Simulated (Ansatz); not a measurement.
Relaxation of CH$_{6}$NSb (9 atoms, charge 0, multiplicity 1), to a largest force component of 0.015 eV/Å in at most 40 steps.

These are results of Ansatz, RKS PBE/def2-SVP, not measurements.

```xyz
9
Properties=species:S:1:pos:R:3:forces:R:3
C -0.331 0.621 -0.650 -1.28 3.60 -0.76
N 0.959 0.316 -0.211 2.09 -0.66 0.33
Sb 0.807 -1.024 1.389 1.02 0.13 0.82
H -0.860 -0.233 -0.983 -1.64 -1.52 -0.58
H -0.308 1.353 -1.543 0.02 -0.59 0.69
H -0.934 1.194 0.151 0.53 -0.79 -0.78
H 1.468 -0.185 -0.986 -0.18 0.43 0.78
H -0.301 -2.023 0.571 -0.72 -0.36 -0.12
H -0.411 -0.066 2.245 0.15 -0.25 -0.39
```

Where does it end, and by what steps?

The forces met the threshold. After 6 steps the energy has fallen by 0.412 eV; H8 moved furthest, 0.35 Å.

```
step  energy less start (eV)  largest force component (eV/Å)  accepted
   0                  0.0000                           3.597       yes
   1                 -0.2588                           1.201       yes
   2                 -0.3361                           1.003       yes
   3                 -0.3991                           0.529       yes
   4                 -0.4073                           0.213       yes
   5                 -0.4119                           0.087       yes
   6                 -0.4124                           0.006       yes
```

```xyz
9
Properties=species:S:1:pos:R:3
C -0.384 0.668 -0.764
N 0.886 0.275 -0.173
Sb 0.905 -1.115 1.377
H -0.974 -0.155 -1.243
H -0.218 1.452 -1.537
H -1.036 1.116 0.015
H 1.556 -0.025 -0.892
H -0.459 -2.103 0.869
H -0.188 -0.158 2.332
```

Whether the end is a true minimum wasn't checked by a vibrational analysis.

The run took 33 s on 1 thread of Arm Neoverse N1 (shared host), peak memory 0.12 GiB.
